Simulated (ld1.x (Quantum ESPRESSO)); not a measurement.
PW91 TM dataset for Ag (Z = 47), scalar-relativistic all-electron reference.

* Element: silver
* Generator: ld1.x (Quantum ESPRESSO) 7.5
* Type: norm-conserving Troullier–Martins (Kleinman–Bylander form)
* Functional: PW91
* Relativity: scalar-relativistic
* Frozen core: [Kr]
* Valence charge: 11
* Reference configuration: 4d10 5s0 5p1
* Partial waves: 5p (bound): rc 3.00 bohr; 4d (bound): rc 1.20 bohr; 5s (bound, empty): rc 2.10 bohr
* Local potential: the s channel
* Core correction: none

All-electron outer shells of the reference configuration (PW91, scalar-relativistic, ld1.x):

```json
{"shell": "4s", "level (eV)": "-97.14", "outermost node (bohr)": "0.44", "outermost maximum (bohr)": "0.82"}
{"shell": "4p", "level (eV)": "-60.66", "outermost node (bohr)": "0.44", "outermost maximum (bohr)": "0.87"}
{"shell": "4d", "level (eV)": "-9.49", "outermost node (bohr)": "0.43", "outermost maximum (bohr)": "1.04"}
{"shell": "5s", "level (eV)": "-5.81", "outermost node (bohr)": "1.11", "outermost maximum (bohr)": "2.43"}
{"shell": "5p", "level (eV)": "-1.70", "outermost node (bohr)": "1.25", "outermost maximum (bohr)": "3.53"}
```

Q: Does the generator finish with these settings?

A: Yes, a potential is produced and its reference levels are reproduced.

Q: Estimate the cutoffs (Ry, on a coarse ladder) from which the occupation-weighted sum of valence levels, in a spherical-Bessel basis at the reference potential, stays within 10 and 1 mRy of its value at 400 Ry.

A: 80 Ry and 100 Ry.

Q: What does a ghost test show?

A: No extra level below or beside the all-electron valence levels (p, d, s, f tested).

Q: Which valence shell sets the plane-wave cutoff?

A: 4d: its level needs 80 Ry to come within 1 mRy, against 8 Ry for 5p.

Q: Tests: 4d10 5s1 5p0; 4d10 5s0 5p0; 4d9 5s0 5p0; 4d7 5s0 5p0; 4d9 5s2 5p0; 4d9 5s1 5p1; 4d8 5s0 5p0. Which has the largest error in its energy relative to the reference configuration, and how large is it?

A: 4d7 5s0 5p0, with -1509 meV (all-electron minus pseudo) on +114.19 eV.
